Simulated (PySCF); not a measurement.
# Rh²⁺: ionisation energy

Rh²⁺ [Kr] 4d7 (4F) → Rh³⁺ [Kr] 4d6 (5D), as a difference of total energies. Computed with PySCF 2.14 in aug-cc-pVDZ-PP with ECP28MDF, with scalar relativity through the core potential. Correlated levels: valence: 4s2 4p6 frozen. The calculations carry no spin-orbit coupling.

| method | ionisation energy (eV) |
| --- | --- |
| UHF | 29.340 |
| MP2 (valence) | 30.449 |
| SCS-MP2 (valence) | 30.540 |
| CCSD (valence) | 30.436 |
| CCSD(T) (valence) | 30.462 |

**Question.** How much does correlation contribute at CCSD(T) (valence)?

**Answer.** 30.462 − (29.340) = 1.122 eV, measured against UHF.

The reference lies between the lowest fine-structure levels, while these numbers refer to the centres of the terms.

Errors of the correlated levels include the incompleteness of this basis and the frozen core.

For comparison: 31.06 eV (semi-empirical (NIST evaluation); NIST Atomic Spectra Database, ionization energies).
